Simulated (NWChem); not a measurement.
Molecule: CH₃AlClFS; SMILES C[S][Al]([F])[Cl]

```xyz
8

Al    -0.2800     0.3962     0.0000
Cl     0.4844     2.3330    -0.0002
F     -1.9266     0.1737     0.0003
S      0.9904    -1.3392     0.0003
C     -0.2646    -2.6787    -0.0006
H     -1.2891    -2.2854     0.0028
H     -0.1103    -3.2977     0.8929
H     -0.1145    -3.2930    -0.8980
```
Atoms are numbered in this order, from 1.

Program: NWChem. Pople sets run with spherical d functions. Geometry: optimised at PBE0/def2-SVP. Total energies compare along this basis series because the functional is fixed.

| level | basis functions | energy (Ha) | highest occupied level (eV) | orbital gap (eV) | dipole (D) |
|---|---|---|---|---|---|
| B3LYP/STO-3G | 40 | -1226.4715 | -3.62 | 7.16 | 2.83 |
| B3LYP/3-21G | 63 | -1234.5080 | -7.47 | 6.01 | 2.73 |
| B3LYP/6-31G* | 88 | -1240.7527 | ___ | 6.08 | 2.11 |
| B3LYP/6-31+G* | 108 | -1240.7671 | -7.43 | 5.89 | 2.08 |
| B3LYP/6-311G** | 132 | -1240.8802 | -7.46 | 6.09 | 2.12 |
| B3LYP/6-311++G** | 155 | -1240.8874 | -7.46 | 5.87 | 2.03 |

Task: Complete the blanks.

Result: 
- B3LYP/6-31G*, highest occupied level (eV): -7.28
